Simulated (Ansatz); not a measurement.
`C[CH2][InH][F]` + H₂ → `C[CH2][InH2]` + H–F at 400 K and 1 bar (hydrogenolysis of the In–F bond).

Computed with Ansatz on PBE0-D4/def2-TZVP structures; ΔE is electronic, products minus reactants. CBS: MP2 limit from def2 TZ/QZ plus the TZ coupled-cluster correction, frozen cores. This one scheme is used for every species. def2 core potentials past Kr. For In outer-core shells are correlated without core-valence functions, which leaves a few kJ/mol of doubt a bond. One conformer a species, not always the lowest.

```csv
species,CCSD(T)/CBS energy (Eh),H − E (kJ/mol),S (J/(mol·K))
`C[CH2][InH][F]`,-369.34165,220.9,388.7
H₂,-1.17544,38.0,139.0
`C[CH2][InH2]`,-270.09414,227.0,358.2
H–F,-100.39570,36.5,182.2
```

H − E and S are ideal-gas, rigid-rotor, harmonic terms from PBE0-D4/def2-TZVP, for one conformer and one mirror image of each species. The MP2-based limit puts H₂ 0.8 mEh under its directly extrapolated value; such offsets cancel only in part. 1 Eh = 2625.50 kJ/mol, R = 8.31446 J/(mol·K).

Problem. By hand: ΔE, ΔH, ΔS and ΔG.

Solution. ΔE = (-270.09414) + (-100.39570) − (-369.34165) − (-1.17544) = 0.02725 Eh = 71.5 kJ/mol. Δ(H − E) = 227.0 + 36.5 − 220.9 − 38.0 = 4.6, so ΔH = 76.1 kJ/mol. ΔS = 358.2 + 182.2 − 388.7 − 139.0 = 12.7 J/(mol·K). ΔG = 76.1 − 400 × (12.7)/1000 = 71.0 kJ/mol.

Problem. By hand: the equilibrium constant, and the temperature at which ΔG would vanish if ΔH and ΔS stayed fixed.

Solution. log₁₀ K = −ΔG/(RT ln 10) = -9.3. ΔG = 0 at ΔH/ΔS = 5992 K, far beyond where these terms or the molecules hold.

The number of gas molecules stays the same, so ΔS is small and ΔH decides. A doubt of 5 kJ/mol in ΔE shifts log₁₀ K by 0.7 here. Other conformers and mirror images would add mixing entropy, several J/(mol·K) or more a flexible species. Modes under 60 cm⁻¹, often nearly free rotors, make the harmonic entropy too high. These are equilibria of isolated gas molecules and say nothing of rates. Largest T1 diagnostic: 0.014 (customary marks: 0.02 for closed shells, 0.045 for open ones).
